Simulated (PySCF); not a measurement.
# Computed spin Hamiltonian

C₆H₆N (doublet state).
Cartesian coordinates in Å at the GFN2-xTB level; atoms count from 1:
```
atom  x, y, z in Å
N1     3.671    0.472    0.163
C2     2.835   -0.497    0.172
C3     1.469   -0.272    0.211
C4     0.246   -0.097    0.247
C5    -1.059    0.083    0.286
C6    -2.404   -0.494    0.316
C7    -2.195    1.005    0.332
H8     4.646    0.182    0.135
H9     3.117   -1.563    0.151
H10   -2.786   -0.958   -0.584
H11   -2.735   -0.985    1.222
H12   -2.378    1.548    1.250
H13   -2.432    1.575   -0.556
```

The hyperfine couplings belong to this conformer and change with its torsions.

As a line formula: `[H]/N=C/C#C[C]1CC1` [radical].

Computed, not measured: UKS B3LYP, pcH-1 on C H N, non-relativistic, mean-field spin-orbit, GIAO in PySCF. Isolated species at its GFN2-xTB geometry, gas phase. Couplings are sensitive to structure, and on GFN2-xTB geometries they can be far from those on DFT ones. The SCF solution wasn't tested for stability. ⟨S²⟩ is 0.784 where a pure state has 0.75.

| Item | Value |
| --- | --- |
| g1, g2, g3 | 2.00213, 2.00310, 2.00457 |
| g_iso | 2.00327 |
| Form of g | rhombic: the two nearest values differ by 40 % of g3 − g1 |
| ⟨S²⟩ | 0.7839 (exact 0.7500) |
| α and β electrons | 25, 24 |
| HOMO–LUMO gap, α and β orbitals | 4.94, 4.03 eV |

Isotropic coupling and dipolar principal values T1 to T3, in 10⁻⁴ cm⁻¹ (1 × 10⁻⁴ cm⁻¹ = 2.998 MHz):

```csv
atom,isotope,a_iso,T1,T2,T3,Mulliken spin population
N1,14N,4.0,-5.0,-4.8,9.8,0.33
C2,13C,-11.7,-6.6,2.5,4.1,-0.16
C3,13C,14.8,-14.0,-9.7,23.7,0.49
C4,13C,-19.9,-7.4,0.0,7.4,-0.23
C5,13C,19.4,-17.1,-15.6,32.7,0.58
C6,13C,-6.4,-1.0,0.2,0.8,-0.05
C7,13C,-6.4,-1.0,0.2,0.8,-0.05
H8,1H,-7.3,-6.2,-1.1,7.3,-0.01
H9,1H,2.9,-1.2,-0.5,1.7,0.00
H10,1H,17.5,-0.8,-0.8,1.6,0.02
H11,1H,17.4,-0.8,-0.8,1.6,0.02
H12,1H,17.6,-0.8,-0.8,1.6,0.02
H13,1H,17.6,-0.8,-0.8,1.6,0.02
```

The Mulliken spin populations are largest on C5 (+0.58), C3 (+0.49), N1 (+0.33) and C4 (-0.23). Three atoms exceed +0.15. The positive populations add up to 1.49 and the negative ones to -0.49, together 2S = 1. The angles at C5 add up to 360.0°, so it is planar.

The SMILES `[H]/N=C/C#C[C]1CC1` draws the unpaired electron on C5, whose computed spin population is only +0.58.

Axes: g3 points within 15° of the C5–C6 bond.

Under fast tumbling the dipolar parts average out, and these isotropic splittings remain: 2 × 1H (H12/H13, I = 1/2, 3 lines) with 1.88 mT, 2 × 1H (H10/H11, I = 1/2, 3 lines) with 1.87 mT, 1 × 1H (H8, I = 1/2, 2 lines) with 0.78 mT, 1 × 14N (N1, I = 1, 3 lines) with 0.43 mT and 1 × 1H (H9, I = 1/2, 2 lines) with 0.31 mT.

Class means assume fast exchange of nuclei equivalent by connectivity; if that motion is slow, each nucleus keeps its own coupling. C6 and C7, with what hangs on them, aren't averaged: C5 is flat or nearly so (angle sum 360°), and its turn about the short C5–C4 bond (1.32 Å) is taken as slow.

The 13C coupling of C4 (-59.8 MHz) shows only in satellite lines or after enrichment, since that isotope makes up about 1.07 % of natural carbon.
